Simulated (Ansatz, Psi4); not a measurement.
System: C3H3N2 (charge 0, doublet). SMILES: n1cc[c][nH]1
Structure (B3LYP-D3(BJ)/def2-TZVP (Ansatz, an electronic-structure program) minimum search):
```xyz
8

C      0.4325     1.0944    -0.0806
C     -0.9035     0.8332     0.0792
C     -0.9283    -0.5799     0.1224
N      0.2817    -1.1179    -0.0002
N      1.1173    -0.0521    -0.1259
H     -1.7180     1.5299     0.1522
H     -1.7837    -1.2265     0.2384
H      2.1044    -0.1996    -0.2342
```
Charge 0, spin multiplicity 2.

Wanted: atomisation energy, in kcal/mol. Conventions: dispersion terms only where a functional's name holds one; open shells spin-unrestricted; non-relativistic; atomisation electronic, to ground-state atoms; six Cartesian d functions in 6-31G* and its kin unless marked 5d; spin-orbit terms left out. First-principles rows: single points at B3LYP-D3(BJ) geometries (Ansatz).

| species | coefficient | E at wB97X-D/6-31G* (Psi4), Eh | E at PBE/def2-TZVPD (Ansatz), Eh |
|---|---|---|---|
| [c]1ccn[nH]1 | -1 | -225.42152 | -225.32686 |
| C atom | +3 | -37.83024 | -37.79605 |
| H atom | +3 | -0.50061 | -0.49962 |
| N atom | +2 | -54.56801 | -54.53224 |

 1 Eh = 627.5095 kcal/mol.

Question: Compute it at each level from the table.

Answer: 
- wB97X-D/6-31G*: the sum of coefficient times E is 1.29295 Eh, or 811.34 kcal/mol. Result: 811.3 kcal/mol.
- PBE/def2-TZVPD: the sum of coefficient times E is 1.37537 Eh, or 863.06 kcal/mol. Result: 863.1 kcal/mol.
